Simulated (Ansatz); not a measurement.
# Cost against result

Saddle point of SiH4Cl3O2F, closed shell (SiHCl₃O ([OH][Si]([Cl])([Cl])[Cl]) + H₂O + HF → SiCl₃F ([F][Si]([Cl])([Cl])[Cl]) + H₂O + H₂O (still joined by a long Si–O bond); bonds formed: Si1–F7, O2–H8, H6–O9; bonds broken: H6–F7, H8–O9; bonds weakened to dative contacts: Si1–O2), PBE0-D4/def2-TZVP structure:

Si1  (-0.784, 0.866, -0.265)
O2  (0.272, -0.267, -0.970)
Cl3  (-1.935, 0.943, -2.080)
Cl4  (-0.366, 2.872, -0.211)
Cl5  (-2.299, 0.113, 0.914)
H6  (1.015, -0.339, 1.228)
F7  (0.324, 0.696, 1.186)
H8  (1.121, -1.125, -0.075)
O9  (1.523, -1.262, 0.868)
H10  (-0.006, -0.451, -1.873)
H11  (1.135, -2.044, 1.277)
(Å)

Barriers are electronic and count from the start structure reached by relaxing down the imaginary mode.

Computed with Ansatz 0.2.0 (basis: as named in each row); correlated methods freeze the cores. B3LYP uses VWN-RPA correlation. Extrapolation: Hartree–Fock as exp(−7.88 √X), correlation as X^−2.97.

Times are rough, for one single point on 5 threads of a shared host (AMD EPYC 7R13), with one NVIDIA H100 (or a share of it) where marked.

The estimate by CCSD(T) at an estimated basis limit (MP2 extrapolated from triple and quadruple zeta, plus CCSD(T) − MP2 in triple zeta) is 70.0 kJ/mol.

| method | basis | time (s) | barrier (kJ/mol) | method less estimate |
| --- | --- | --- | --- | --- |
| HF | STO-3G | under 1 | -35.0 | -105.1 |
| PBE-D4 | STO-3G | under 1 | -167.4 | -237.5 |
| SPW92 | def2-SVP | 1 | -19.6 | -89.7 |
| PBE-D4 | def2-SVP | 2 | 26.1 | -43.9 |
| B3LYP-D4 | 6-31G | 2 | -21.3 | -91.3 |
| PBE0-D4 | def2-SVP | 3 | 32.1 | -37.9 |
| r2SCAN-D4 | def2-TZVPP | 4 (H100) | 55.7 | -14.4 |
| BLYP-D4 | def2-TZVPP | 5 (H100) | 76.8 | 6.8 |
| SPW92 | def2-TZVPP | 5 (H100) | 14.0 | -56.0 |
| PBE-D4 | def2-TZVPP | 5 (H100) | 60.6 | -9.5 |
| B97M-V | def2-TZVPP | 6 (H100) | 69.4 | -0.6 |
| wB97M-V | def2-SVP | 6 | 27.1 | -43.0 |
| PBE0-D4 | def2-TZVPP | 7 (H100) | 64.2 | -5.8 |
| B3LYP-D4 | def2-TZVPP | 10 (H100) | 77.1 | 7.1 |
| BHLYP-D4 | def2-TZVPP | 11 (H100) | 81.2 | 11.1 |
| CCSD(T) | def2-SVP | 15 | 58.6 | -11.4 |
| r2SCAN0-D4 | def2-TZVPP | 15 (H100) | 60.2 | -9.9 |
| wB97M-V | def2-TZVPP | 16 (H100) | 61.6 | -8.5 |
| CAM-B3LYP-D4 | def2-TZVPP | 17 (H100) | 68.2 | -1.8 |
| B2PLYP | def2-TZVPP | 17 (H100) | 77.2 | 7.2 |
| wB97X-V | def2-TZVPP | 18 (H100) | 65.7 | -4.4 |
| PBE-QIDH | def2-TZVPP | 18 (H100) | 65.7 | -4.3 |
| RPA on PBE | def2-TZVPP | 19 (H100) | 74.5 | 4.4 |
| MP2 | def2-QZVPP | 21 (H100) | 68.0 | -2.1 |
| CCSD(T) | def2-TZVPP | 21 (H100) | 73.6 | 3.6 |

All methods are single points on the PBE0-D4 structures; a negative value means that the method puts the saddle structure below the start.

No T1 diagnostic of these runs exceeds 0.010.

Steps of this kind, hydrogen fluoride cutting a network bond, underlie vapour etching and the fluorination step of atomic layer etching.

Labels in which every atom is bracketed show which atoms are joined, not bond orders.
